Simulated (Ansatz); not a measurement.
System: C₃H₄Cl, net charge 0, doublet state. It need not be the lowest isomer of its formula. 
Coordinates optimised at B3LYP-D3(BJ)/def2-TZVP (Ansatz, a program for electronic structure):
```xyz
8

C     -2.3826    -0.0094     0.1751
C     -1.0718     0.3901     0.0843
C     -0.0051    -0.4840    -0.0064
Cl     1.6207     0.0630    -0.1183
H     -3.1814     0.7141     0.2440
H     -2.6539    -1.0572     0.1805
H     -0.8454     1.4512     0.0824
H     -0.1145    -1.5585    -0.0133
```
Charge 0, spin multiplicity 2.

Dipole moments at this geometry, in debye (magnitudes).

| level | program | dipole (D) |
|---|---|---|
| B3LYP/def2-TZVPD | Ansatz | 1.23 |
| BHLYP/def2-TZVPD | Ansatz | [?] |
| r2SCANh/def2-TZVPD | Ansatz | 1.33 |
| HSE06/def2-TZVPD | Ansatz | 1.28 |
| CCSD(T)/aug-cc-pV(D+d)Z | Ansatz | [?] |

Q: Complete the blanks.

A: 
- BHLYP/def2-TZVPD, dipole (D): 1.42
- CCSD(T)/aug-cc-pV(D+d)Z, dipole (D): 1.26
